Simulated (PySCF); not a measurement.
BClH2O, SMILES OBCl. Atoms are numbered in the order given.

```xyz
5

B      0.5752    -0.5722     0.0000
H      1.7509    -0.7128     0.0000
Cl    -0.0973     1.0715     0.0000
O     -0.2254    -1.6494     0.0000
H     -1.1695    -1.4479     0.0000
```

Coordinates come from a B3LYP-D3(BJ)/def2-TZVP optimisation. Other conformers were not sampled.

Level of theory: TDDFT-PBE0/def2-SVPD (PySCF 2.14.0).

Vertical excitations.  State labels are in the subgroup Cs.

| state | symmetry | energy (eV) | λ (nm) | f | main pairs |
|---|---|---|---|---|---|
| S1 | A" | 6.95 | 178 | 0.002 | HOMO→LUMO 100 % |
| S2 | A" | 7.85 | 158 | 0.006 | HOMO−2→LUMO 99 % |
| S3 | A' | 7.88 | 157 | 0.070 | HOMO−1→LUMO 82 %, HOMO→LUMO+1 14 % |
| S4 | A' | 8.36 | 148 | 0.115 | HOMO→LUMO+1 82 % |
| S5 | A" | 8.52 | 145 | 0.009 | HOMO−1→LUMO+1 98 % |
| S6 | A' | 9.13 | 136 | 0.010 | HOMO−2→LUMO+1 95 % |
| S7 | A' | 9.17 | 135 | 0.013 | HOMO→LUMO+2 82 % |
| S8 | A" | 9.48 | 131 | 0.052 | HOMO−1→LUMO+2 82 %, HOMO−1→LUMO+3 13 % |
| S9 | A' | 9.52 | 130 | 0.091 | HOMO→LUMO+3 82 %, HOMO→LUMO+2 13 % |
| S10 | A" | 9.93 | 125 | 0.000 | HOMO−1→LUMO+3 81 %, HOMO−1→LUMO+2 13 % |
| T1 | A" | 6.57 | 189 | 0 | HOMO→LUMO 87 % |
| T2 | A' | 6.86 | 181 | 0 | HOMO−1→LUMO 98 % |
| T3 | A" | 7.27 | 171 | 0 | HOMO−2→LUMO 87 % |
| T4 | A' | 8.02 | 155 | 0 | HOMO→LUMO+1 66 %, HOMO−3→LUMO 31 % |
Triplets are in the Tamm–Dancoff approximation, which puts them higher than full response would, so one can lie above its singlet here.
